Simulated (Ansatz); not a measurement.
Species: germanium monoxide, GeO, net charge 0, singlet state. 
Geometry from a B3LYP-D3(BJ)/def2-TZVP (Ansatz, a quantum-chemistry and plane-wave program) optimisation:
```xyz
2

Ge     0.0000     0.0000    -0.3265
O      0.0000     0.0000     1.3060
```

Basis-set convergence of Hartree-Fock and CCSD(T) correlation energies (hartree) with Ansatz. Valence correlation only, unless marked. Spin-orbit coupling is left out. Frozen are the shells of the preceding noble gas and the d and f shells that filled before the atom's block. No relativistic terms.

The T1 diagnostic of CCSD in the largest basis is 0.030, which is high, so the coupled-cluster rows are less sure than usual.

```json
[
 {"basis": "cc-pVDZ", "functions": "41", "E(HF)": "-2150.18309", "E(corr, CCSD(T))": "-0.29513"},
 {"basis": "cc-pVTZ", "functions": "73", "E(HF)": "-2150.28672", "E(corr, CCSD(T))": "-0.35844"},
 {"basis": "cc-pVQZ", "functions": "123", "E(HF)": "-2150.29687", "E(corr, CCSD(T))": "-0.38034"},
 {"basis": "cc-pV5Z", "functions": "195", "E(HF)": "-2150.29894", "E(corr, CCSD(T))": "-0.38872"}
]
```

Extrapolating the two largest sets (X = 4 and 5) as X^-3: E(corr) = (125·(-0.38872) - 64·(-0.38034))/61 = -0.3975 Eh, an estimate of the basis-set limit. The largest set recovers 97.8 % of it, the smallest 74.2 %.
